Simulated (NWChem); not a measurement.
# AlBrClF; SMILES [F][Al]([Cl])[Br]

```xyz
4

Al    -0.4201     0.5914     0.0000
F     -2.0402     0.9137     0.0000
Cl     0.9072     2.1861     0.0000
Br     0.2716    -1.5196     0.0000
```
Atoms are numbered in this order, from 1.

Level: PBE0/def2-SVP (NWChem), optimised geometry, unscaled harmonic frequencies. This build's default masses of Se (78.918 u) and Br (79.917 u) are each other's, which moves their modes by up to 0.6 %.

Task: List the harmonic frequencies with IR intensities, and the thermochemistry.

Result: 
| frequency (cm⁻¹) | IR intensity (km/mol) |
|---|---|
| 129 | 4.6 |
| 191 | 19.2 |
| 223 | 55.6 |
| 369 | 18.7 |
| 609 | 197.4 |
| 905 | 120.3 |

The zero-point energy comes out as 3.5 kcal/mol, the thermal correction to the enthalpy at 298.15 K (with zero-point energy) comes out as 7.3 kcal/mol and the heat capacity Cv is 14.6 cal/(mol K). The entropy at 298.15 K and 1 atm (symmetry number 1) comes out as 78.3 cal/(mol K). The dipole moment comes out as 0.61 D.

Rigid rotor and harmonic oscillator.
